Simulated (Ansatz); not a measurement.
`C[O][GeH]([F])[F]` and `C[O][GeH]([F])[S]C` differ in one atom or group.

Ansatz, PBE0-D4/def2-TZVP geometries, multiplicity 1. Each molecule was computed in one conformer, which needn't be the lowest.

Scalar relativity is left out up to krypton.

| property | `C[O][GeH]([F])[F]` |
| --- | --- |
| HOMO–LUMO gap (ωB97M-V/def2-TZVPP) / eV | 13.35 |
| size of the dipole moment (PBE/def2-TZVPP) / D | 1.41 |
| HOMO energy (PBE/def2-TZVPP) / eV | -7.19 |
| LUMO energy (PBE/def2-TZVPP) / eV | -1.02 |
| size of the dipole moment (B3LYP/def2-TZVPP) / D | 1.48 |
| LUMO energy (PBE0/def2-TZVPP) / eV | 0.09 |

Problem. What does the change do to each property? (Best estimate.)

Solution. The calculation gave: 
```tsv
property	`C[O][GeH]([F])[S]C`	shift
HOMO–LUMO gap (ωB97M-V/def2-TZVPP) / eV	11.17	-2.18
size of the dipole moment (PBE/def2-TZVPP) / D	1.27	-0.14
HOMO energy (PBE/def2-TZVPP) / eV	-6.03	1.16
LUMO energy (PBE/def2-TZVPP) / eV	-1.13	-0.11
size of the dipole moment (B3LYP/def2-TZVPP) / D	1.35	-0.13
LUMO energy (PBE0/def2-TZVPP) / eV	-0.20	-0.29
```

With PBE0 the HOMO rises by 1.55 eV and the LUMO falls by 0.29 eV, so the gap narrows by about 1.84 eV. PBE moves the HOMO by 1.16 eV and ωB97M-V by 1.77 eV. Dipoles are sizes alone; their direction can turn.

B3LYP here is the variant with VWN-RPA as its local correlation; programs differ in this.
